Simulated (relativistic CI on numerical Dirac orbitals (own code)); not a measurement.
d1 to d9 in one octahedral field

Computed with a parametric ligand-field model without spin-orbit coupling, by exact diagonalisation: B = 490, C = 2220, 10Dq = 33000 cm⁻¹ (Oh; |10Dq|/B = 67.3) for every shell. Energies in cm⁻¹; the field energy is (0.6 n_e − 0.4 n_t2) × 10Dq of the ground term; g labels are left out. So small a B with so large a field is typical of 4d and 5d ions, where spin-orbit coupling, left out here, reaches 1,000 to 4,000 cm⁻¹.

```
Shell  Ground term  Electrons in e  Field energy  First spin-allowed bands  Lowest term of other spin
   d1          2T2           0.000        -13200                  2E 33000                           
   d2          3T1           0.006        -26200      3T2 31760, 3T1 37869                   1T2 7521
   d3          4A2           0.000        -39600      4T2 33000, 4T1 38581                   2E 10623
   d4          3T1           0.011        -52453       3E 30783, 3T1 31344                   1T2 6657
   d5          2T2           0.020        -65329      2A2 30030, 2T1 30201                  4T1 22361
   d6          1A1           0.016        -78660      1T1 31282, 1T2 38462                  3T1 26649
   d7           2E           1.010        -59056      2T1 31166, 2T2 31753                  4T1 22349
   d8          3A2           2.000        -39600      3T2 33000, 3T1 38581                    1E 8317
   d9           2E           3.000        -19800                 2T2 33000
```

Low spin: d4, d5, d6, d7; the other shells keep the spin of the free ion. Only d4 to d7 can choose; the field needed to pair spins is smallest for d6 and largest for d5, which loses most exchange energy. In the strong-field picture 10Dq must exceed about 6B + 5C = 14040 (d4), 7.5B + 5C = 14775 (d5), 2.5B + 4C = 10105 (d6) and 4B + 4C = 10840 (d7); mixing of terms shifts these bounds somewhat.
